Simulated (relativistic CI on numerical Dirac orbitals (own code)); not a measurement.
## Hyperfine structure of Gd22+, mass number 155

Calculated at this level of theory: Dirac-Coulomb-Breit CI, orbitals from a KLI potential per configuration, model QED (radiative potential, 1s self-energy scaled to tabulated hydrogen-like ionisation energies), unscaled Slater integrals (own radial code, finite nucleus).

CI space (outside the closed core [Ar] 3d10): 4s²4p⁶4d⁶, 4s²4p⁵4d⁷, 4s²4p⁶4d⁵4f, 4s²4p⁴4d⁸, 4s4p⁶4d⁷, 4p⁶4d⁸, 4s²4p⁶4d⁵5s, 4s4p⁶4d⁶4f, 4s²4p⁶4d⁵5p, 4s²4p⁶4d⁵5d, 4s²4p⁶4d⁴5s², 4s²4p⁴4d⁷5s, 4s²4p⁶4d⁵6s, 4s4p⁶4d⁶5s, 4s4p⁶4d⁵5s², 4p⁶4d⁷5s. Levels of other configurations are missing.

Nuclear spin I = 3/2, μ = -0.2591 μN, Q = 1.27 b (tables of Stone and Pyykkö). The electronic factors are computed for point nuclear moments, without core polarisation or the Bohr-Weisskopf and QED corrections.

| Level | E (eV) | A (MHz) | B (MHz) |
| --- | --- | --- | --- |
| 4s²4p⁶4d⁶ ⁵D4 | 0.0000 | -776.7 | 11700 |
| 4s²4p⁶4d⁶ ⁵D3 | 5.0582 | -503.5 | 1820 |
| 4s²4p⁶4d⁶ ⁵D1 | 6.2154 | -694 | -4090 |
| 4s²4p⁶4d⁶ ³G5 | 9.5348 | -1071 | 4720 |
| 4s²4p⁶4d⁶ ³H6 | 9.7819 | -1172 | -9250 |
| 4s²4p⁶4d⁶ ³D1 | 14.1644 | -1113 | 6630 |

Levels with J = 0, under 50 % of one LS term, or S terms without an open s electron are left out. Small factors come from cancelling terms and can be off by tens of per cent or more.

At this charge energies of transitions that change n are usually good to better than 1 %, and those within a shell (Δn = 0) to a few per cent. Terms inside the open d or f shell come out 10 to 20 % too wide with unscaled integrals.

Problem. Give the hyperfine levels of 4s²4p⁶4d⁶ ⁵D4 relative to its centre of gravity.

Solution. With K = F(F + 1) − I(I + 1) − J(J + 1), E = AK/2 + B[¾K(K + 1) − I(I + 1)J(J + 1)]/[2I(2I − 1)J(2J − 1)]: F = 5/2: 11600, F = 7/2: 798.7, F = 9/2: -5529, F = 11/2: -1723 MHz.

LS names give the leading component of a level, which can be under half, so a name can repeat, a term be missing and a line seem to break the LS rules.
